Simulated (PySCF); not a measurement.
# Two-component Hartree-Fock for Pt³²⁺ (platinum, charge +32)

Start: [Kr] 4d10. Calculated with PySCF 2.14 in an even-tempered Gaussian basis (17 s from 3.1 bohr⁻², ratio 2.8; 14 p from 4.1 bohr⁻², ratio 2.8; 10 d from 4.1 bohr⁻², ratio 2.8; 3 f from 20 bohr⁻², ratio 3): generalised Hartree-Fock with the X2C-1e Hamiltonian and a Gaussian nucleus; spin-orbit coupling (SO) screened by Boettger's factors.

| spinor shell | electrons | ε, screened SO (eV) | weight of nominal j (screened SO) | rms radius, screened SO (bohr) |
| --- | --- | --- | --- | --- |
| 1s1/2 | 2 | -80010.7 | 1.000 | 0.0194 |
| 2s1/2 | 2 | -15207.3 | 1.000 | 0.0783 |
| 2p1/2 | 2 | -14600.9 | 1.000 | 0.0663 |
| 2p3/2 | 4 | -12867.8 | 1.000 | 0.0742 |
| 3s1/2 | 2 | -4564.2 | 1.000 | 0.199 |
| 3p1/2 | 2 | -4296.0 | 1.000 | 0.191 |
| 3p3/2 | 4 | -3905.3 | 1.000 | 0.206 |
| 3d3/2 | 4 | -3464.7 | 1.000 | 0.180 |
| 3d5/2 | 6 | -3380.9 | 1.000 | 0.185 |
| 4s1/2 | 2 | -1852.5 | 1.000 | 0.415 |
| 4p1/2 | 2 | -1733.0 | 1.000 | 0.417 |
| 4p3/2 | 4 | -1619.8 | 1.000 | 0.445 |
| 4d3/2 | 4 | -1425.6 | 1.000 | 0.439 |
| 4d5/2 | 6 | -1402.6 | 1.000 | 0.447 |

```
   quantity   screened SO
E (hartree)  -17899.52738
        M_J             0
       ⟨J²⟩         0.000
       ⟨L²⟩         0.105
       ⟨S²⟩         0.105
```

Breit and QED terms are absent; they matter most for the inner s and p1/2 levels.

Densities and radii are taken from the X2C orbitals without a picture-change correction, which distorts them close to the nucleus.
